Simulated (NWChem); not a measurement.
# 1,2,4-triazole (C2H3N3); SMILES c1nc[nH]n1

Results from NWChem. All runs use the structure optimised with PBE-D3(BJ)/def2-SVP. Level: B3LYP/def2-SVP with SMD (1 M gas to 1 M solution), gas-phase geometry.

For solvent n-hexane:

solvation free energy (kcal/mol): -7.9
cavity-dispersion-structure term (kcal/mol): -3.4
dipole in solution (D): 3.32

Estimate the same quantities for solvent water.


- solvation free energy (kcal/mol): -9.8
- cavity-dispersion-structure term (kcal/mol): 0.6
- dipole in solution (D): 3.88
